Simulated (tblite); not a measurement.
Compound: C4H5FO2Si.
SMILES with atom numbers: `[CH:1]#[C:2][Si@@H:3]([OH:4])[O:5]/[CH:6]=[CH:7]\[F:8]` (hydrogens: H9 on C1; H10 on Si3; H11 on O4; H12 on C6; H13 on C7)

Geometry (GFN2-xTB, Å), atoms numbered from 1 in this order:
```xyz
13
C4H5FO2Si angstrom
C     -1.828    2.055   -0.469
C     -1.468    0.926   -0.272
Si    -0.840   -0.790    0.052
O     -1.764   -1.924   -0.646
O      0.528   -1.081   -0.795
C      1.731   -0.519   -0.765
C      2.173    0.416    0.064
F      1.406    0.939    1.046
H     -2.151    3.041   -0.643
H     -0.669   -1.018    1.480
H     -2.691   -1.983   -0.446
H      2.404   -0.898   -1.524
H      3.164    0.836    0.040
```

Level: GFN2-xTB in tblite, geometry and Hessian alike; calculated harmonic values, unscaled, isolated species. Against measured fundamentals such values can be off by several per cent, at times by over 20. Modes of hydrogen on silicon can be 10 to 20 % off. One conformer, not necessarily the lowest.

Harmonic wavenumbers (cm⁻¹): 48.2, 63.8, 108.6, 134.8, 162.7, 203.2, 237.7, 290.5, 323.2, 339.0, 463.3, 623.7, 678.0, 680.4, 690.6, 716.0, 730.9, 739.9, 757.9, 825.6, 837.4, 919.4, 1020.6, 1142.9, 1275.9, 1294.1, 1727.4, 2217.5, 2304.1, 3045.4, 3121.3, 3356.7, 3724.5.

A = 2210, B = 1448, C = 1006 MHz; mass 132.004 u (most abundant isotopes); point group C1, symmetry number 1.

Q: What is the zero-point energy?

A: Half the sum of the wavenumbers: 17403 cm⁻¹ = 208.18 kJ/mol.

Q: What is S at 298.15 K and 1 bar for an ideal gas of classical rigid rotors and harmonic oscillators?

A: Translation 169.75, rotation 121.30, vibration 124.40: S = 415.4 J/(mol K).

Q: And Cp and H(298.15 K) − H(0)?

A: Cp = 153.80 J/(mol K), of which vibrations give 120.55 (their classical limit is 33 R = 274.4); H(298.15 K) − H(0) = 29.18 kJ/mol without the zero-point energy, 19.27 from vibrations.

Q: What must be added to the electronic energy to get the Gibbs energy at 298.15 K and 1 bar?

A: ZPE + [H(298.15 K) − H(0)] − T·S = 208.18 + 29.18 − 123.87 = 113.49 kJ/mol.

Q: How do the functions run with temperature in this model?

A: 
```csv
T (K),S (J/(mol K)),Cp (J/(mol K)),H − H(0) (kJ/mol),G − H(0) (kJ/mol),ln q(vib)
100,292.6,81.4,5.60,-23.66,1.82
200,361.0,119.9,15.70,-56.51,4.57
300,416.4,154.4,29.47,-95.45,7.24
500,507.3,200.7,65.44,-188.20,12.20
800,610.4,237.2,131.71,-356.63,18.66
1000,665.1,252.2,180.73,-484.33,22.41
```

q(vib) and H(0) count from the zero-point level.

Hindered rotation and anharmonicity are outside this model. Other conformers, if any are populated, would add a mixing term that is left out. The structure is chiral; the term R ln 2 for an equal mix with its mirror image is left out.
